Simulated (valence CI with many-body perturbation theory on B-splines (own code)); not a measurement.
Values are calculated unless marked as measured or tabulated.
Rb22+: what the settings do

Method: valence CI with perturbative core correlation (CI+MBPT): five valence electrons over a frozen Dirac-Fock core [Ne], radial functions for each j: 6 s, 6 p, 5 d, 3 f, 1 g, with the one-electron correlation potential Σ1, the two-electron term Σ2, the three-electron term Σ3, Breit, model QED; selected CI, second order for the rest, scaled by the run's own slope (own B-spline code, finite nucleus).

No measured levels were compared; by estimate levels of excited configurations hold to 0.05 to 0.15 % of their energy, terms of the ground configuration to about 0.5 %. Among the levels kept, up to 1200 cm⁻¹ of a level comes from second order outside the variational space, and about a tenth of that is noise between levels of different J, which matters for small intervals.

The reference run has the lowest level 3s2 3p3 4S°_3/2 and an ionisation energy of 1014.64 eV. Its largest variational space holds 9990 state functions.

Names give the largest LS component (configuration and term), which can be under half, so a name can repeat, a term be missing and a line seem to break the LS rules; names also repeat where a configuration has a term twice.

Reference levels: 3s2 3p3 2D°_3/2 87069, 3s2 3p3 2D°_5/2 118823, 3s2 3p3 2P°_1/2 166843, 3s2 3p3 2P°_3/2 241819, 3s 3p4 4P_5/2 544291, 3s 3p4 4P_3/2 601820, 3s 3p4 4P_1/2 614927, 3s 3p4 2D_3/2 677491, 3s 3p4 2D_5/2 707719, 3s2 3p2 3d 4F_3/2 748485, 3s2 3p2 3d 2P_3/2 767780, 3s 3p4 2P_1/2 771138 cm⁻¹.

(1) Rank these changes by the mean size of the shift of these levels, smallest first.
A. scale of Σ1 1 → 0
B. averaging of valence orbitals over low configurations on → off
C. highest l in the core sums 6 → 4
D. hole-hole ladder in Σ2 on → off

## Answers

(1) B (5.6 cm⁻¹), D (44 cm⁻¹), C (64 cm⁻¹), A (660 cm⁻¹).
